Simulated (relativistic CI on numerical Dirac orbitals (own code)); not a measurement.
# d6 in a ligand field

Computed with a parametric ligand-field model of a d^n configuration (Racah B and C, spin-orbit zeta, crystal field), exact diagonalisation.

Field parameters in Wybourne normalisation: Oh B⁴₀ = 21Dq, B⁴₄ = √(5/14) B⁴₀. The field is a parameter set, without covalency.

B = 940 cm⁻¹, C = 3680 cm⁻¹ (C/B = 3.91), Oh, no spin-orbit coupling. Tanabe-Sugano data, E/B above the lowest term (Δ = |10Dq|; b, c mark the second and third term of a kind):

```tsv
Δ/B	5T2	5E	3T1	3T2	3T1(b)	1A1	1T1	1T2
1.0	0.00	1.00	19.40	19.71	20.34	28.58	29.04	29.47
3.0	0.00	3.00	18.21	19.46	20.63	25.47	27.46	29.33
5.0	0.00	5.00	16.62	18.84	20.65	21.98	25.69	29.11
7.0	0.00	7.00	14.89	17.93	20.66	18.36	23.86	28.81
9.0	0.00	9.00	13.10	16.80	20.67	14.65	22.00	28.37
11.0	0.00	11.00	11.28	15.50	20.67	10.90	20.11	27.78
13.0	0.00	13.00	9.43	14.07	20.68	7.11	18.20	26.98
15.0	0.00	15.00	7.55	12.55	20.69	3.29	16.28	25.99
17.0	0.55	17.55	6.22	11.51	21.25	0.00	14.90	25.36
19.0	4.41	23.41	8.18	13.72	25.11	0.00	16.82	27.89
21.0	8.28	29.28	10.14	15.89	28.99	0.00	18.75	30.31
23.0	12.16	35.16	12.10	18.04	32.88	0.00	20.69	32.65
25.0	16.06	41.06	14.07	20.17	36.77	0.00	22.63	34.93
27.0	19.96	46.96	16.04	22.28	40.68	0.00	24.57	37.16
29.0	23.88	52.88	18.02	24.37	44.60	0.00	26.52	39.36
31.0	27.79	58.79	19.99	26.46	48.52	0.00	28.47	41.52
33.0	31.72	64.72	21.97	28.53	52.45	0.00	30.43	43.67
35.0	35.65	70.65	23.95	30.60	56.38	0.00	32.38	45.79
37.0	39.58	76.58	25.93	32.65	60.32	0.00	34.34	47.90
39.0	43.52	82.52	27.91	34.70	64.26	0.00	36.31	49.99
41.0	47.47	88.47	29.89	36.75	68.20	0.00	38.27	52.08
43.0	51.41	94.41	31.88	38.79	72.15	0.00	40.24	54.15
45.0	55.36	100.36	33.86	40.83	76.10	0.00	42.21	56.22
47.0	59.31	106.31	35.84	42.86	80.06	0.00	44.18	58.28
```

The ground term changes from 5T2 to 1A1 between Δ/B = 15.0 and 17.0.
